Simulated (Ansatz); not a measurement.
Ansatz (a quantum-chemistry and plane-wave program) input (B3LYP-D3(BJ)/def2-TZVP):

Ansatz 0.2 input:
```yaml
crystal:
  periodic: [false, false, false]
  atoms:
    - {symbol: Sc, position_ang: [-0.00000000, -0.00000000, -0.53788828]}
    - {symbol: F, position_ang: [0.00000000, 0.00000000, 1.25507266]}
basis:
  gaussian:
    orbitals: def2-TZVP
hamiltonian:
  xc: b3lyp
  dispersion: d3bj
phonons: {temperatures: {t_min: 298.15, t_max: 298.15, t_step: 100}}
```

Output:

```
Functional definition: B3LYP
integrals: 0.02 GiB planned
694 factors; integrals over basis functions are off by at most 5.1e-4 eV
mean field: 0.21 GiB planned
mean field evaluation 1: about -23415.6046 eV, gradient 4.4e1 eV
mean field evaluation 2: about -23368.5420 eV, gradient 1.8e2 eV
mean field evaluation 4: about -23418.5848 eV, gradient 7.6e0 eV
mean field evaluation 8: about -23418.7019 eV, gradient 3.2e-1 eV
mean field evaluation 16: about -23418.7020 eV, gradient 3.5e-5 eV
mean field -23418.70202579 eV, -860.6214256815 hartree, gradient 3.2e-5 eV, S^2 0.000000; 1 other end points of the search recorded, 0 dependent functions left out
the calculation of the forces begins
reference -23418.70220425 eV, -860.6214322396 hartree; 15, 15 occupied and 61, 61 virtual orbitals, 694 factors
these checks for a lower state are left out or cut short: stability, starts, cluster_reference, orbital_swaps, neighbouring_geometries, increment
integrals: 0.02 GiB planned
694 factors; integrals over basis functions are off by at most 5.1e-4 eV
mean field: 0.21 GiB planned
mean field -23418.70202579 eV, -860.6214256815 hartree, gradient 1.3e-6 eV, S^2 0.000000; 0 other end points of the search recorded, 0 dependent functions left out
the calculation of the forces begins
reference -23418.70220425 eV, -860.6214322396 hartree; 15, 15 occupied and 61, 61 virtual orbitals, 694 factors
these checks for a lower state are left out or cut short: stability, starts, cluster_reference, orbital_swaps, neighbouring_geometries, increment
integrals: 0.02 GiB planned
694 factors; integrals over basis functions are off by at most 5.1e-4 eV
mean field: 0.21 GiB planned
mean field evaluation 32: about -23418.7020 eV, gradient 1.2e-4 eV
mean field -23418.70202579 eV, -860.6214256815 hartree, gradient 1.3e-6 eV, S^2 0.000000; 0 other end points of the search recorded, 0 dependent functions left out
the calculation of the forces begins
reference -23418.70220425 eV, -860.6214322396 hartree; 15, 15 occupied and 61, 61 virtual orbitals, 694 factors
these checks for a lower state are left out or cut short: stability, starts, cluster_reference, orbital_swaps, neighbouring_geometries, increment
integrals: 0.02 GiB planned
694 factors; integrals over basis functions are off by at most 5.1e-4 eV
mean field: 0.21 GiB planned
mean field -23418.70202579 eV, -860.6214256815 hartree, gradient 1.3e-6 eV, S^2 0.000000; 0 other end points of the search recorded, 0 dependent functions left out
the calculation of the forces begins
reference -23418.70220425 eV, -860.6214322396 hartree; 15, 15 occupied and 61, 61 virtual orbitals, 694 factors
these checks for a lower state are left out or cut short: stability, starts, cluster_reference, orbital_swaps, neighbouring_geometries, increment
integrals: 0.02 GiB planned
694 factors; integrals over basis functions are off by at most 5.1e-4 eV
mean field: 0.21 GiB planned
mean field -23418.70202579 eV, -860.6214256815 hartree, gradient 1.3e-6 eV, S^2 0.000000; 0 other end points of the search recorded, 0 dependent functions left out
the calculation of the forces begins
reference -23418.70220425 eV, -860.6214322396 hartree; 15, 15 occupied and 61, 61 virtual orbitals, 694 factors
these checks for a lower state are left out or cut short: stability, starts, cluster_reference, orbital_swaps, neighbouring_geometries, increment
integrals: 0.02 GiB planned
694 factors; integrals over basis functions are off by at most 5.1e-4 eV
mean field: 0.21 GiB planned
mean field -23418.70194162 eV, -860.6214225881 hartree, gradient 1.7e-6 eV, S^2 0.000000; 0 other end points of the search recorded, 0 dependent functions left out
the calculation of the forces begins
reference -23418.70211995 eV, -860.6214291416 hartree; 15, 15 occupied and 61, 61 virtual orbitals, 694 factors
these checks for a lower state are left out or cut short: stability, starts, cluster_reference, orbital_swaps, neighbouring_geometries, increment
integrals: 0.02 GiB planned
694 factors; integrals over basis functions are off by at most 5.1e-4 eV
mean field: 0.21 GiB planned
mean field -23418.70194735 eV, -860.6214227988 hartree, gradient 1.2e-6 eV, S^2 0.000000; 0 other end points of the search recorded, 0 dependent functions left out
the calculation of the forces begins
reference -23418.70212593 eV, -860.6214293615 hartree; 15, 15 occupied and 61, 61 virtual orbitals, 694 factors
these checks for a lower state are left out or cut short: stability, starts, cluster_reference, orbital_swaps, neighbouring_geometries, increment
integrals: 0.02 GiB planned
694 factors; integrals over basis functions are off by at most 5.1e-4 eV
mean field: 0.21 GiB planned
mean field evaluation 64: about -23418.7005 eV, gradient 6.8e-2 eV
mean field -23418.70202579 eV, -860.6214256815 hartree, gradient 1.3e-6 eV, S^2 0.000000; 0 other end points of the search recorded, 0 dependent functions left out
the calculation of the forces begins
reference -23418.70220425 eV, -860.6214322396 hartree; 15, 15 occupied and 61, 61 virtual orbitals, 694 factors
these checks for a lower state are left out or cut short: stability, starts, cluster_reference, orbital_swaps, neighbouring_geometries, increment
integrals: 0.02 GiB planned
694 factors; integrals over basis functions are off by at most 5.1e-4 eV
mean field: 0.21 GiB planned
mean field -23418.70202579 eV, -860.6214256815 hartree, gradient 1.3e-6 eV, S^2 0.000000; 0 other end points of the search recorded, 0 dependent functions left out
the calculation of the forces begins
reference -23418.70220425 eV, -860.6214322396 hartree; 15, 15 occupied and 61, 61 virtual orbitals, 694 factors
these checks for a lower state are left out or cut short: stability, starts, cluster_reference, orbital_swaps, neighbouring_geometries, increment
integrals: 0.02 GiB planned
694 factors; integrals over basis functions are off by at most 5.1e-4 eV
mean field: 0.21 GiB planned
mean field -23418.70202579 eV, -860.6214256815 hartree, gradient 1.3e-6 eV, S^2 0.000000; 0 other end points of the search recorded, 0 dependent functions left out
the calculation of the forces begins
reference -23418.70220425 eV, -860.6214322396 hartree; 15, 15 occupied and 61, 61 virtual orbitals, 694 factors
these checks for a lower state are left out or cut short: stability, starts, cluster_reference, orbital_swaps, neighbouring_geometries, increment
integrals: 0.02 GiB planned
694 factors; integrals over basis functions are off by at most 5.1e-4 eV
mean field: 0.21 GiB planned
mean field -23418.70202579 eV, -860.6214256815 hartree, gradient 1.3e-6 eV, S^2 0.000000; 0 other end points of the search recorded, 0 dependent functions left out
the calculation of the forces begins
reference -23418.70220425 eV, -860.6214322396 hartree; 15, 15 occupied and 61, 61 virtual orbitals, 694 factors
these checks for a lower state are left out or cut short: stability, starts, cluster_reference, orbital_swaps, neighbouring_geometries, increment
integrals: 0.02 GiB planned
694 factors; integrals over basis functions are off by at most 5.1e-4 eV
mean field: 0.21 GiB planned
mean field evaluation 96: about -23418.7019 eV, gradient 1.2e-6 eV
mean field -23418.70194735 eV, -860.6214227988 hartree, gradient 1.2e-6 eV, S^2 0.000000; 0 other end points of the search recorded, 0 dependent functions left out
the calculation of the forces begins
reference -23418.70212593 eV, -860.6214293615 hartree; 15, 15 occupied and 61, 61 virtual orbitals, 694 factors
these checks for a lower state are left out or cut short: stability, starts, cluster_reference, orbital_swaps, neighbouring_geometries, increment
integrals: 0.02 GiB planned
694 factors; integrals over basis functions are off by at most 5.1e-4 eV
mean field: 0.21 GiB planned
mean field -23418.70194162 eV, -860.6214225881 hartree, gradient 1.7e-6 eV, S^2 0.000000; 0 other end points of the search recorded, 0 dependent functions left out
the calculation of the forces begins
reference -23418.70211995 eV, -860.6214291416 hartree; 15, 15 occupied and 61, 61 virtual orbitals, 694 factors
Total energy: -23418.72822345 eV, -860.6223884277 hartree
Atom 0 at    -0.000000    -0.000000    -0.537888 Å, force    -0.000000    -0.000000    -0.000806 eV/Å
Atom 1 at     0.000000     0.000000     1.255073 Å, force    -0.000000    -0.000000     0.000806 eV/Å
Dipole moment:     0.000000     0.000000    -0.512253 e Å
Vibrations: 727.90 cm⁻¹, zero-point energy 0.045124 eV
```
